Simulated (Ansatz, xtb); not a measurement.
# C4H5BS2: which of two isomers lies lower

We compare a, `Bc1ccsc1S`, a singlet, with b, `Bc1sccc1S`, a singlet. Both are isolated molecules in the gas phase, relaxed with B3LYP/def2-SVP; the shapes shown needn't be the lowest conformers.

a (Å):

```xyz
12

C    -0.1071    0.2484   -0.9755
C     0.8764   -0.7419   -1.3656
C     2.0995   -0.2366   -1.6810
C     0.4638    1.5337   -1.0203
B    -1.5376   -0.0873   -0.5802
S     2.1250    1.5006   -1.5187
S    -0.2390    3.1028   -0.6584
H    -1.9119   -1.2348   -0.5802
H    -2.3316    0.7677   -0.2580
H     0.6438   -1.8077   -1.4006
H     2.9992   -0.7603   -2.0007
H    -1.4593    2.6107   -0.3426
```

b (Å):

```xyz
12

C    -0.5302    0.4072   -1.3001
C     1.6119    0.9642   -2.4915
C     1.8267    0.6342   -1.1709
C     0.6176    0.3173   -0.4893
B    -1.9919    0.1656   -1.0030
S    -0.0416    0.8961   -2.9223
S     0.6800   -0.1320    1.2134
H    -2.3509   -0.1701    0.1021
H    -2.8259    0.3035   -1.8634
H     2.3700    1.2445   -3.2233
H     2.8125    0.6185   -0.7039
H    -0.6498   -0.3213    1.3677
```

Quicker runs give these differences E(b) − E(a): GFN2-xTB −0.186 eV; HF/STO-3G −0.088 eV (at GFN2-xTB geometries); r2SCAN-D4/def2-SVP −0.266 eV (at GFN2-xTB geometries).

**Question.** Estimate E(b) − E(a) at the level CCSD(T)/def2-SVP + ΔMP2/def2-TZVPP.

**Answer.** Calculated at CCSD(T)/def2-SVP + ΔMP2/def2-TZVPP: E(b) − E(a) = −0.238 eV, so structure b lies lower.

The same difference at several levels:

```csv
level,geometry,E(b) − E(a) (eV),departure from the last row (eV),"job, with rough time for the two"
GFN2-xTB,GFN2-xTB,−0.186,+0.053,"optimisation, 0.62 s"
HF/STO-3G,GFN2-xTB,−0.088,+0.150,"single point, 1 s"
r2SCAN-D4/def2-SVP,GFN2-xTB,−0.266,−0.028,"single point, 5.9 s"
B3LYP/def2-SVP,B3LYP/def2-SVP,−0.243,−0.005,"optimisation, 56 s"
HF/def2-SVP,B3LYP/def2-SVP,−0.224,+0.014,part of the CCSD(T) run
MP2/def2-SVP,B3LYP/def2-SVP,−0.253,−0.015,part of the CCSD(T) run
CCSD(T)/def2-SVP,B3LYP/def2-SVP,−0.233,+0.005,single point
CCSD(T)/def2-SVP + ΔMP2/def2-TZVPP,B3LYP/def2-SVP,−0.238,,"single point, 2 min"
```

As drawn, both hold the same kinds of bond in the same numbers.

None of the levels shown reverses the order. The largest departure from CCSD(T)/def2-SVP + ΔMP2/def2-TZVPP is that of HF/STO-3G, 0.150 eV. The last row adds to CCSD(T) the change of the MP2 difference between the two basis sets, here −0.005 eV.

With thermal terms from frequencies at re-optimised GFN2-xTB minima (ideal gas, soft modes damped towards free rotors, one conformer each, 298.15 K, 1 atm): the zero-point term adds +0.005 eV; ΔH is −0.234 and ΔG −0.231 eV.

The correlated steps freeze 15 core orbitals. Run with Ansatz 0.2.0, xtb 6.7.1; the last row on 2 threads of Intel(R) Xeon(R) Platinum 8259CL CPU @ 2.50GHz (Skylake/Cascade Lake) on a shared host.
